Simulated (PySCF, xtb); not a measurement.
Cl3Si, SMILES Cl[Si](Cl)Cl (connectivity only; charge and spin as stated), charge +1, multiplicity 1.

GFN2-xTB (xtb) at its own geometry gives an orbital gap of 4.74 eV.

Coordinates come from a B3LYP-D3(BJ)/def2-SVP optimisation. The multiplicity is an assumed one; other spin states were not compared. The isomer is the one that the SMILES or the coordinates give; other isomers of the formula were not compared.

Q: What does M06-2X/def2-TZVPD run with PySCF give? (The exact figures need the calculation; the answer reports its results.)

A: gap 9.23 eV (levels -16.79 and -7.56 eV).
